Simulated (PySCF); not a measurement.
PySCF input for W(NH)(S)(SH)2 (H3NS3W), SMILES [SH][W](=[NH])([SH])=[S], multiplicity 1, TDDFT-PBE0/def2-SVPD. The structure is a stationary point at B3LYP-D3(BJ)/def2-SVP. The multiplicity is an assumed one; no other spin state was optimised. The structure was generated by enumeration; whether it is a known compound was not checked. The def2 effective core potentials stand for the cores of W; spin–orbit coupling is left out. Other conformers were not sampled.

```python
import numpy as np
from pyscf import gto, scf, dft, tdscf

mol = gto.M(
    atom='''
    W     0.00001513   -0.13839026   -0.08719245
    N    -0.50259161   -1.49820766   -1.06762039
    H    -0.33255686   -2.36182789   -1.58173621
    S     2.09670287   -0.15604720    0.36982036
    S    -0.57564551    1.71020185   -1.42756954
    H     0.06729402    2.62713793   -0.66038895
    S    -1.14170376   -0.22791822    1.97574897
    H    -2.28737370   -0.75675997    1.47971261
    ''',
    basis='def2-SVPD',
    ecp={'W': 'def2-svp'},
    charge=0,
    spin=0,
    max_memory=1600,
    verbose=4,
)
mf = dft.RKS(mol, xc='pbe0').density_fit(auxbasis='def2-universal-jkfit')
mf.grids.level = 3
mf.conv_tol = 1e-9
mf.max_cycle = 100
mf.kernel()
mf.grids = dft.Grids(mol).set(level=1).build(with_non0tab=True)  # coarser grid for the response kernel
td = tdscf.TDDFT(mf)
td.singlet = True
td.nstates = 10
td.conv_tol = 1e-4
td.positive_eig_threshold = 1e-6
td.kernel(x0=td.get_init_guess(mf, 15))
td.analyze()
tt = tdscf.TDA(mf)
tt.singlet = False
tt.nstates = 4
tt.conv_tol = 1e-4
tt.positive_eig_threshold = 1e-6
tt.kernel(x0=tt.get_init_guess(mf, 9))
tt.analyze(verbose=3)
```

It prints:

```
PySCF version 2.14.0

[INPUT] verbose = 4
[INPUT] num. atoms = 8
[INPUT] num. electrons = 72
[INPUT] charge = 0
[INPUT] spin (= nelec alpha-beta = 2S) = 0
[INPUT] symmetry False subgroup None
[INPUT] Mole.unit = angstrom
[INPUT] Symbol           X                Y                Z      unit          X                Y                Z       unit  Magmom
[INPUT]  1 W      0.000015130000  -0.138390260000  -0.087192450000 AA    0.000028591556  -0.261519689707  -0.164769850630 Bohr   0.0
[INPUT]  2 N     -0.502591610000  -1.498207660000  -1.067620390000 AA   -0.949760495404  -2.831202155125  -2.017510142101 Bohr   0.0
[INPUT]  3 H     -0.332556860000  -2.361827890000  -1.581736210000 AA   -0.628441386245  -4.463207865459  -2.989048238208 Bohr   0.0
[INPUT]  4 S      2.096702870000  -0.156047200000   0.369820360000 AA    3.962194188890  -0.294886470505   0.698859195688 Bohr   0.0
[INPUT]  5 S     -0.575645510000   1.710201850000  -1.427569540000 AA   -1.087812358736   3.231813114224  -2.697715454371 Bohr   0.0
[INPUT]  6 H      0.067294020000   2.627137930000  -0.660388950000 AA    0.127167267621   4.964571179157  -1.247954251189 Bohr   0.0
[INPUT]  7 S     -1.141703760000  -0.227918220000   1.975748970000 AA   -2.157507421786  -0.430703014598   3.733624444192 Bohr   0.0
[INPUT]  8 H     -2.287373700000  -0.756759970000   1.479712610000 AA   -4.322509837533  -1.430069085334   2.796251575965 Bohr   0.0

nuclear repulsion = 388.817607677829
number of shells = 66
number of NR pGTOs = 255
number of NR cGTOs = 160
basis = def2-SVPD
ecp = {'W': 'def2-svp'}


[settings echo left out]
init E= -1304.96423575083
  HOMO = -0.469582222320203  LUMO = -0.335090992056121  gap/eV = 3.65969
cycle= 1 E= -1317.36970021999  delta_E= -12.4  |g|= 0.635  |ddm|= 8.34
  HOMO = -0.188372582775377  LUMO = -0.0549592471994515  gap/eV = 3.63036
cycle= 2 E= -1317.18336203054  delta_E= 0.186  |g|=  1.1  |ddm|= 2.26
  HOMO = -0.248826593194264  LUMO = -0.0729056901057506  gap/eV = 4.78705
cycle= 3 E= -1317.42796048944  delta_E= -0.245  |g|= 0.464  |ddm|= 1.31
  HOMO = -0.274297061748574  LUMO = -0.111271542796361  gap/eV = 4.43615
cycle= 4 E= -1317.47785315773  delta_E= -0.0499  |g|= 0.132  |ddm|= 0.608
  HOMO = -0.277859895681861  LUMO = -0.10142271700787  gap/eV = 4.80110
cycle= 5 E= -1317.48083212658  delta_E= -0.00298  |g|= 0.0833  |ddm|= 0.232
  HOMO = -0.276922146112879  LUMO = -0.103821528580064  gap/eV = 4.71031
cycle= 6 E= -1317.48246941884  delta_E= -0.00164  |g|= 0.0302  |ddm|= 0.128
  HOMO = -0.276182720855737  LUMO = -0.103525278522753  gap/eV = 4.69825
cycle= 7 E= -1317.48277564424  delta_E= -0.000306  |g|= 0.00367  |ddm|= 0.0507
  HOMO = -0.276186760100954  LUMO = -0.103518719674527  gap/eV = 4.69854
cycle= 8 E= -1317.48278014349  delta_E= -4.5e-06  |g|= 0.000724  |ddm|= 0.00633
  HOMO = -0.276203055270343  LUMO = -0.103549657480554  gap/eV = 4.69814
cycle= 9 E= -1317.48278032356  delta_E= -1.8e-07  |g|= 0.000151  |ddm|= 0.00138
  HOMO = -0.276201603751084  LUMO = -0.103543137678545  gap/eV = 4.69828
cycle= 10 E= -1317.48278033113  delta_E= -7.57e-09  |g|= 5.27e-05  |ddm|= 0.000329
  HOMO = -0.276202016237813  LUMO = -0.103544049191978  gap/eV = 4.69826
cycle= 11 E= -1317.48278033218  delta_E= -1.05e-09  |g|= 1.5e-05  |ddm|= 0.000115
  HOMO = -0.276201602879878  LUMO = -0.103543785542063  gap/eV = 4.69826
cycle= 12 E= -1317.48278033225  delta_E= -6.43e-11  |g|= 1.12e-05  |ddm|= 3.65e-05
  HOMO = -0.276201858533178  LUMO = -0.103543468107795  gap/eV = 4.69827
Extra cycle  E= -1317.48278033211  delta_E= 1.38e-10  |g|= 2.72e-05  |ddm|= 4.1e-05
converged SCF energy = -1317.48278033211
tot grids = 40424
Overwritten attributes  positive_eig_threshold  of <class 'pyscf.tdscf.rks.TDDFT'>


******** <class 'pyscf.tdscf.rks.TDDFT'> for <class 'pyscf.df.df_jk.DFRKS'> ********
nstates = 10 singlet
deg_eia_thresh = 1.000e-03
wfnsym = None
conv_tol = 0.0001
eigh lindep = 1e-12
eigh level_shift = 0
eigh max_cycle = 100


Excitation energies (eV)
[3.42279418 3.72457911 3.74475873 3.92403621 4.25042899 4.39165415
 4.55983917 4.65452718 4.7143525  4.82613084]

** Singlet excitation energies and oscillator strengths **
Excited State   1:      3.42279 eV    362.23 nm  f=0.0078
      33 -> 37        0.10984
      35 -> 37       -0.26184
      35 -> 38        0.24841
      36 -> 37        0.53259
      36 -> 38       -0.25748
Excited State   2:      3.72458 eV    332.88 nm  f=0.0401
      33 -> 37       -0.15593
      33 -> 38       -0.10804
      35 -> 37       -0.37646
      36 -> 37       -0.37469
      36 -> 38       -0.40029
Excited State   3:      3.74476 eV    331.09 nm  f=0.0032
      35 -> 37       -0.18268
      35 -> 38       -0.64889
      36 -> 37        0.15316
      36 -> 38       -0.12537
Excited State   4:      3.92404 eV    315.96 nm  f=0.0213
      33 -> 37        0.15367
      33 -> 38       -0.11949
      34 -> 38        0.10815
      35 -> 37       -0.46157
      35 -> 40        0.10636
      36 -> 38        0.45160
Excited State   5:      4.25043 eV    291.70 nm  f=0.0036
      34 -> 37       -0.58339
      34 -> 38        0.33929
Excited State   6:      4.39165 eV    282.32 nm  f=0.0105
      33 -> 37       -0.35562
      33 -> 38        0.18877
      34 -> 37        0.25793
      34 -> 38        0.47965
      36 -> 39        0.11798
Excited State   7:      4.55984 eV    271.90 nm  f=0.0385
      33 -> 37       -0.49529
      34 -> 38       -0.27829
      35 -> 40        0.11749
      36 -> 37        0.12946
      36 -> 38        0.13681
      36 -> 39       -0.25523
      36 -> 40       -0.12439
Excited State   8:      4.65453 eV    266.37 nm  f=0.0076
      33 -> 37       -0.13499
      33 -> 38       -0.23272
      35 -> 39       -0.16535
      36 -> 39        0.57062
      36 -> 40       -0.10338
Excited State   9:      4.71435 eV    262.99 nm  f=0.0125
      33 -> 38        0.48138
      34 -> 37       -0.11935
      34 -> 38       -0.10242
      35 -> 40        0.17197
      36 -> 39        0.13594
      36 -> 40       -0.39330
Excited State  10:      4.82613 eV    256.90 nm  f=0.0127
      32 -> 37        0.14466
      33 -> 37       -0.10027
      33 -> 38        0.19761
      35 -> 39       -0.17612
      35 -> 40        0.25345
      36 -> 39        0.13510
      36 -> 40        0.52125

** Transition electric dipole moments (AU) **
state          X           Y           Z        Dip. S.      Osc.
  1        -0.0947     -0.1253      0.2606      0.0926      0.0078
  2         0.0945      0.3765     -0.5369      0.4389      0.0401
  3        -0.0507     -0.0443      0.1744      0.0350      0.0032
  4         0.4363      0.0057      0.1754      0.2212      0.0213
  5         0.1099     -0.0064     -0.1485      0.0342      0.0036
  6        -0.1496     -0.0337      0.2716      0.0973      0.0105
  7         0.1791     -0.3343      0.4481      0.3446      0.0385
  8         0.0331     -0.2072      0.1498      0.0665      0.0076
  9         0.2181      0.1107     -0.2199      0.1082      0.0125
 10         0.3108      0.0062     -0.1037      0.1074      0.0127

WARN: ECP detected. Skipping calculation of transition velocity and magnetic dipole moments, which have not yet been implemented.

Overwritten attributes  positive_eig_threshold  of <class 'pyscf.tdscf.rks.TDA'>


******** <class 'pyscf.tdscf.rks.TDA'> for <class 'pyscf.df.df_jk.DFRKS'> ********
nstates = 4 triplet
deg_eia_thresh = 1.000e-03
wfnsym = None
conv_tol = 0.0001
eigh lindep = 1e-12
eigh level_shift = 0
eigh max_cycle = 100


Excitation energies (eV)
[2.99336105 3.04873249 3.18185239 3.46123298]

** Triplet excitation energies and oscillator strengths **
Excited State   1:      2.99336 eV    414.20 nm  f=0.0000
Excited State   2:      3.04873 eV    406.67 nm  f=0.0000
Excited State   3:      3.18185 eV    389.66 nm  f=0.0000
Excited State   4:      3.46123 eV    358.21 nm  f=0.0000
```

The run converged.

Cost: about 4 core-minutes (a rough figure).
